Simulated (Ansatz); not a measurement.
CH₅NO₂SW (`C[O][W]([NH2])(=[O])=[S]`). The species carries charge 0 and has multiplicity 1. W takes the def2 core potential.

Cartesian coordinates in Å:
```
C 0.741 -1.061 1.634
O -0.155 -0.887 0.563
W -0.224 -0.033 -1.086
N -1.143 1.663 -0.948
O -1.111 -1.008 -2.162
S 1.775 0.325 -1.769
H 1.773 -0.924 1.299
H 0.518 -0.337 2.422
H 0.618 -2.070 2.033
H -2.106 1.789 -1.224
H -0.688 2.543 -0.761
```

Problem. List the harmonic frequencies (cm⁻¹, unscaled) at PBE0-D4/def2-TZVP in Ansatz. (Best estimate.)

Solution. Ansatz gave: 42, 87, 102, 192, 215, 233, 247, 257, 356, 459, 551, 590, 670, 715, 1026, 1150, 1173, 1188, 1472, 1486, 1490, 1542, 3033, 3113, 3123, 3583, 3686.

Problem. Is this a minimum?

Solution. Yes, all 27 modes are real.

Problem. Give the ideal-gas thermochemistry at 298.15 K and 1 bar (rigid rotor, harmonic oscillator; point group C1, symmetry number 1).

Solution. Zero-point energy 190.1 kJ/mol; H(298) − E = 216.4 kJ/mol; entropy 405.9 J/(mol·K), of which translation 179.1, rotation 119.5, vibration 107.3; G(298) − E = 95.4 kJ/mol. Modes under 100 cm⁻¹ are hindered rotations or soft bends, so the harmonic entropy is rough.

Problem. And at 400, 500, 600, 800 and 1000 K?

Solution. 
```tsv
T (K)	H − E (kJ/mol)	S (J/mol/K)	G − E (kJ/mol)
400	230.5	446.6	51.9
500	246.0	481.1	5.5
600	262.8	511.7	-44.2
800	299.4	564.2	-152.0
1000	339.1	608.5	-269.3
```
